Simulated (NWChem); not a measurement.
System: NbO, quartet; SMILES [O]=[Nb]

Input file for NWChem:

```
start job
memory heap 200 mb stack 900 mb global 1100 mb
geometry units angstroms noautoz
  Nb     0.000000     0.000000    -0.257610
  O      0.000000     0.000000     1.415828
end
basis spherical
  * library def2-svp
end
ecp
  Nb library def2-ecp
end
dft
  odft
  mult 4
  xc hfexch
  iterations 150
  mulliken
end
task dft gradient
```

Parts of the log:

```
             Northwest Computational Chemistry Package (NWChem) 7.3.0
             --------------------------------------------------------

 ORDER OF PRIMARY AXIS IS BEING SET TO 4
 C4V symmetry detected

                             Geometry "geometry" -> ""
                             -------------------------

 Output coordinates in angstroms (scale by  1.889725989 to convert to a.u.)

  No.       Tag          Charge          X              Y              Z
 ---- ---------------- ---------- -------------- -------------- --------------
    1 Nb                  41.0000     0.00000000     0.00000000    -0.27321437
    2 O                    8.0000     0.00000000     0.00000000     1.40022363

 Effective nuclear repulsion energy (a.u.)     103.7206861993

      Symmetry information
      --------------------

 Group name             C4v
 Group number             18
 Group order               8
 No. of unique centers     2

 Summary of "ao basis" -> "ao basis" (spherical)
 ------------------------------------------------------------------------------
       Tag                 Description            Shells   Functions and Types
 ---------------- ------------------------------  ------  ---------------------
 Nb                         def2-svp                11       31   5s3p2d1f
 O                          def2-svp                 6       14   3s2p1d

      Symmetry analysis of basis
      --------------------------

        a1         17
        a2          0
        b1          4
        b2          4
        e          20

            General Information
            -------------------
          SCF calculation type: DFT
          Wavefunction type:  spin polarized.
          No. of atoms     :     2
          No. of electrons :    21
           Alpha electrons :    12
            Beta electrons :     9
          Charge           :     0
          Spin multiplicity:     4
          Use of symmetry is: on ; symmetry adaption is: on
          Maximum number of iterations: 150
          AO basis - number of functions:    45
                     number of shells:    17
          Convergence on energy requested:  1.00D-06
          Convergence on density requested:  1.00D-05
          Convergence on gradient requested:  5.00D-04

              XC Information
              --------------
                     Hartree-Fock (Exact) Exchange  1.000

      Superposition of Atomic Density Guess
      -------------------------------------

 Sum of atomic energies:        -139.44289084

      Non-variational initial energy
      ------------------------------

 Total energy =    -130.602500
 1-e energy   =    -262.920273
 2-e energy   =      99.430727
 HOMO         =      -0.043631
 LUMO         =      -0.043631

 !!!!!!!!!!!!!!!!!!!!!!!!!!!!!!!!!!!!!!!!!!!!!!!!!!!!!!!!!!!!!!!!!!!!!!
 Warning - the HOMO and LUMO are degenerate and you are using symmetry.
 This can lead to non-variational energies and poor convergence.
 Modify the initial guess, or use an open-shell wavefunction, or turn
 off symmetry.
 !!!!!!!!!!!!!!!!!!!!!!!!!!!!!!!!!!!!!!!!!!!!!!!!!!!!!!!!!!!!!!!!!!!!!!

   Symmetry analysis of molecular orbitals - initial alpha
   -------------------------------------------------------

 !! scf_movecs_sym_adapt:    8 vectors were symmetry contaminated

  Symmetry fudging

 !! scf_movecs_sym_adapt:    8 vectors were symmetry contaminated

  Numbering of irreducible representations:

     1 a1          2 a2          3 b1          4 b2          5 e

  Orbital symmetries:

     1 a1          2 a1          3 a1          4 e           5 e
     6 a1          7 e           8 e           9 a1         10 a1
    11 b1         12 b2         13 e          14 e          15 a1
    16 e          17 e          18 a1         19 a1         20 e
    21 e          22 e

   Symmetry analysis of molecular orbitals - initial beta
   ------------------------------------------------------

 !! scf_movecs_sym_adapt:    8 vectors were symmetry contaminated

  Symmetry fudging

 !! scf_movecs_sym_adapt:    8 vectors were symmetry contaminated

  Numbering of irreducible representations:

     1 a1          2 a2          3 b1          4 b2          5 e

  Orbital symmetries:

     1 a1          2 a1          3 a1          4 e           5 e
     6 a1          7 e           8 e           9 a1         10 a1
    11 b1         12 b2         13 e          14 e          15 a1
    16 e          17 e          18 a1         19 a1         20 e
    21 e          22 e

     ---------------------------------------------
      Total Density - Mulliken Population Analysis
     ---------------------------------------------

    Atom       Charge   Shell Charges
 -----------   ------   -------------------------------------------------------
    1 Nb  13    11.90  -0.33  1.61  0.72  0.50  0.47  5.91  0.13  0.03  2.21  0.58  0.05
    2 O    8     9.10   1.99  1.17  0.72  3.23  1.97  0.01

     --------------------------------------------
      Spin Density - Mulliken Population Analysis
     --------------------------------------------

    Atom       Charge   Shell Charges
 -----------   ------   -------------------------------------------------------
    1 Nb  13     3.00  -0.01  0.03 -0.03  0.44  0.46  0.00  0.00  0.01  1.57  0.52  0.00
    2 O    8     0.00   0.00  0.01 -0.01  0.00  0.00  0.00

 !! scf_movecs_sym_adapt:    8 vectors were symmetry contaminated

  Symmetry fudging

 !! scf_movecs_sym_adapt:    8 vectors were symmetry contaminated

 !! scf_movecs_sym_adapt:    8 vectors were symmetry contaminated

  Symmetry fudging

 !! scf_movecs_sym_adapt:    8 vectors were symmetry contaminated

   convergence    iter        energy       DeltaE   RMS-Dens  Diis-err
 ---------------- ----- ----------------- --------- --------- ---------
 d= 0,ls=0.0,diis     1   -130.9492952869 -1.64D+02  2.13D-02  4.44D-01
                                                     1.53D-02  3.47D-01

 !! scf_movecs_sym_adapt:    8 vectors were symmetry contaminated

  Symmetry fudging

 !! scf_movecs_sym_adapt:    8 vectors were symmetry contaminated

 !! scf_movecs_sym_adapt:    6 vectors were symmetry contaminated

  Symmetry fudging

 !! scf_movecs_sym_adapt:    6 vectors were symmetry contaminated

 d= 0,ls=0.0,diis     2   -130.6724871467  2.77D-01  1.11D-02  1.15D+00
                                                     9.90D-03  1.19D+00

 !! scf_movecs_sym_adapt:    6 vectors were symmetry contaminated

  Symmetry fudging

 !! scf_movecs_sym_adapt:    4 vectors were symmetry contaminated

 !! scf_movecs_sym_adapt:    4 vectors were symmetry contaminated

  Symmetry fudging

 !! scf_movecs_sym_adapt:    4 vectors were symmetry contaminated

 d= 0,ls=0.0,diis     3   -131.1521668991 -4.80D-01  2.01D-03  1.95D-03
                                                     9.39D-04  1.27D-03

 !! scf_movecs_sym_adapt:    6 vectors were symmetry contaminated

  Symmetry fudging

 !! scf_movecs_sym_adapt:    2 vectors were symmetry contaminated

 !! scf_movecs_sym_adapt:    6 vectors were symmetry contaminated

  Symmetry fudging

 !! scf_movecs_sym_adapt:    2 vectors were symmetry contaminated

 d= 0,ls=0.0,diis     4   -131.1549268380 -2.76D-03  9.35D-04  4.09D-04
                                                     6.38D-04  3.65D-04

 !! scf_movecs_sym_adapt:    6 vectors were symmetry contaminated

  Symmetry fudging

 !! scf_movecs_sym_adapt:    2 vectors were symmetry contaminated

 !! scf_movecs_sym_adapt:    4 vectors were symmetry contaminated

  Symmetry fudging

 !! scf_movecs_sym_adapt:    2 vectors were symmetry contaminated

 d= 0,ls=0.0,diis     5   -131.1559208390 -9.94D-04  9.14D-04  1.56D-04
                                                     6.93D-04  2.30D-04

 !! scf_movecs_sym_adapt:    6 vectors were symmetry contaminated

  Symmetry fudging

 !! scf_movecs_sym_adapt:    2 vectors were symmetry contaminated

 !! scf_movecs_sym_adapt:    4 vectors were symmetry contaminated

  Symmetry fudging

 !! scf_movecs_sym_adapt:    2 vectors were symmetry contaminated

  Resetting Diis
 d= 0,ls=0.0,diis     6   -131.1566851007 -7.64D-04  9.40D-04  5.78D-05
                                                     7.74D-04  1.34D-04

 !! scf_movecs_sym_adapt:    4 vectors were symmetry contaminated

  Symmetry fudging

 !! scf_movecs_sym_adapt:    2 vectors were symmetry contaminated

 !! scf_movecs_sym_adapt:    2 vectors were symmetry contaminated

  Symmetry fudging

 !! scf_movecs_sym_adapt:    2 vectors were symmetry contaminated

 d= 0,ls=0.0,diis     7   -131.1571512191 -4.66D-04  1.34D-04  1.27D-05
                                                     1.22D-04  4.12D-05

 !! scf_movecs_sym_adapt:    2 vectors were symmetry contaminated

  Symmetry fudging

 !! scf_movecs_sym_adapt:    2 vectors were symmetry contaminated

 !! scf_movecs_sym_adapt:    4 vectors were symmetry contaminated

  Symmetry fudging

 !! scf_movecs_sym_adapt:    2 vectors were symmetry contaminated

 d= 0,ls=0.0,diis     8   -131.1571871795 -3.60D-05  9.06D-05  3.29D-05
                                                     2.17D-05  2.15D-06

 !! scf_movecs_sym_adapt:    4 vectors were symmetry contaminated

  Symmetry fudging

 !! scf_movecs_sym_adapt:    2 vectors were symmetry contaminated

 !! scf_movecs_sym_adapt:    2 vectors were symmetry contaminated

  Symmetry fudging

 !! scf_movecs_sym_adapt:    2 vectors were symmetry contaminated

 d= 0,ls=0.0,diis     9   -131.1572055577 -1.84D-05  2.08D-04  4.92D-06
                                                     1.81D-04  1.85D-05

 !! scf_movecs_sym_adapt:    2 vectors were symmetry contaminated

  Symmetry fudging

 !! scf_movecs_sym_adapt:    2 vectors were symmetry contaminated

 !! scf_movecs_sym_adapt:    4 vectors were symmetry contaminated

  Symmetry fudging

 !! scf_movecs_sym_adapt:    2 vectors were symmetry contaminated

 d= 0,ls=0.0,diis    10   -131.1572491113 -4.36D-05  1.40D-04  2.89D-06
                                                     1.28D-04  3.63D-06

 !! scf_movecs_sym_adapt:    2 vectors were symmetry contaminated

  Symmetry fudging

 !! scf_movecs_sym_adapt:    2 vectors were symmetry contaminated

 !! scf_movecs_sym_adapt:    4 vectors were symmetry contaminated

  Symmetry fudging

 !! scf_movecs_sym_adapt:    2 vectors were symmetry contaminated

 d= 0,ls=0.0,diis    11   -131.1572655598 -1.64D-05  1.06D-04  7.11D-07
                                                     1.02D-04  1.03D-06

 !! scf_movecs_sym_adapt:    2 vectors were symmetry contaminated

  Symmetry fudging

 !! scf_movecs_sym_adapt:    2 vectors were symmetry contaminated

 !! scf_movecs_sym_adapt:    2 vectors were symmetry contaminated

  Symmetry fudging

 !! scf_movecs_sym_adapt:    2 vectors were symmetry contaminated

 d= 0,ls=0.0,diis    12   -131.1572703436 -4.78D-06  1.18D-05  3.98D-08
                                                     8.80D-06  4.22D-08

 !! scf_movecs_sym_adapt:    2 vectors were symmetry contaminated

  Symmetry fudging

 !! scf_movecs_sym_adapt:    2 vectors were symmetry contaminated

 !! scf_movecs_sym_adapt:    2 vectors were symmetry contaminated

  Symmetry fudging

 !! scf_movecs_sym_adapt:    2 vectors were symmetry contaminated

 d= 0,ls=0.0,diis    13   -131.1572704694 -1.26D-07  8.58D-06  1.68D-08
                                                     4.50D-06  7.62D-09

         Total DFT energy =     -131.157270469401
      One electron energy =     -265.075671102965
           Coulomb energy =      115.527475471688
    Exchange-Corr. energy =      -14.496121681789
 Nuclear repulsion energy =       32.887046843665

 Numeric. integr. density =        0.000000000000

                  Occupations of the irreducible representations
                  ----------------------------------------------

                     irrep           alpha         beta
                     --------     --------     --------
                     a1                6.0          5.0
                     a2                0.0          0.0
                     b1                1.0          0.0
                     b2                1.0          0.0
                     e                 4.0          4.0

                    DFT Final Alpha Molecular Orbital Analysis
                    ------------------------------------------

 Vector   10  Occ=1.000000D+00  E=-3.449905D-01  Symmetry=b2
              MO Center= -9.4D-16,  2.3D-15, -2.8D-01, r^2= 1.4D+00
   Bfn.  Coefficient  Atom+Function         Bfn.  Coefficient  Atom+Function
  ----- ------------  ---------------      ----- ------------  ---------------
    15      0.879170  1 Nb d -2              20      0.227069  1 Nb d -2

 Vector   11  Occ=1.000000D+00  E=-3.449905D-01  Symmetry=b1
              MO Center= -7.3D-16,  1.3D-15, -2.8D-01, r^2= 1.4D+00
   Bfn.  Coefficient  Atom+Function         Bfn.  Coefficient  Atom+Function
  ----- ------------  ---------------      ----- ------------  ---------------
    19      0.879170  1 Nb d  2              24      0.227069  1 Nb d  2

 Vector   12  Occ=1.000000D+00  E=-2.622770D-01  Symmetry=a1
              MO Center= -5.6D-16, -9.5D-16, -8.3D-01, r^2= 4.0D+00
   Bfn.  Coefficient  Atom+Function         Bfn.  Coefficient  Atom+Function
  ----- ------------  ---------------      ----- ------------  ---------------
     4      0.711613  1 Nb s                  2     -0.393764  1 Nb s
     5      0.391093  1 Nb s                  3     -0.283812  1 Nb s
    14     -0.207452  1 Nb pz                17     -0.195994  1 Nb d  0
    11     -0.166943  1 Nb pz                 1      0.164752  1 Nb s
     8      0.096554  1 Nb pz                40     -0.078430  2 O  pz

 Vector   13  Occ=0.000000D+00  E= 1.070747D-02  Symmetry=e
              MO Center=  1.1D-15,  3.0D-16, -7.1D-01, r^2= 7.6D+00
   Bfn.  Coefficient  Atom+Function         Bfn.  Coefficient  Atom+Function
  ----- ------------  ---------------      ----- ------------  ---------------
    12      0.686414  1 Nb px                13      0.460640  1 Nb py
     6     -0.203496  1 Nb px                18      0.203318  1 Nb d  1
    23      0.199739  1 Nb d  1               7     -0.136562  1 Nb py
    16     -0.136443  1 Nb d -1              21     -0.134042  1 Nb d -1
     9      0.131552  1 Nb px                10      0.088282  1 Nb py

 Vector   14  Occ=0.000000D+00  E= 1.070747D-02  Symmetry=e
              MO Center= -7.3D-16,  1.5D-15, -7.1D-01, r^2= 7.6D+00
   Bfn.  Coefficient  Atom+Function         Bfn.  Coefficient  Atom+Function
  ----- ------------  ---------------      ----- ------------  ---------------
    13      0.686414  1 Nb py                12     -0.460640  1 Nb px
     7     -0.203496  1 Nb py                16     -0.203318  1 Nb d -1
    21     -0.199739  1 Nb d -1               6      0.136562  1 Nb px
    18     -0.136443  1 Nb d  1              23     -0.134042  1 Nb d  1
    10      0.131552  1 Nb py                 9     -0.088282  1 Nb px

 Vector   15  Occ=0.000000D+00  E= 4.191023D-02  Symmetry=a1
              MO Center=  6.7D-16, -3.0D-16, -1.2D+00, r^2= 6.2D+00
   Bfn.  Coefficient  Atom+Function         Bfn.  Coefficient  Atom+Function
  ----- ------------  ---------------      ----- ------------  ---------------
    14      0.729817  1 Nb pz                 4      0.526836  1 Nb s
     5     -0.436777  1 Nb s                 22     -0.424409  1 Nb d  0
     8     -0.256936  1 Nb pz                17     -0.244966  1 Nb d  0
    40     -0.237244  2 O  pz                37     -0.189500  2 O  pz
     2     -0.176952  1 Nb s                  3     -0.146074  1 Nb s

[...]

                         DFT ENERGY GRADIENTS

    atom               coordinates                        gradient
                 x          y          z           x          y          z
   1 Nb      0.000000   0.000000  -0.516300    0.000000   0.000000  -0.005760
   2 O       0.000000   0.000000   2.646039    0.000000   0.000000   0.005760
```

Level: UHF/def2-SVP with def2 effective core potentials on Nb. Structure relaxed at the PBE0/def2-SVP, spin-unrestricted level. No stability test was run on the SCF state. def2 effective core potentials on Nb; no spin-orbit coupling.
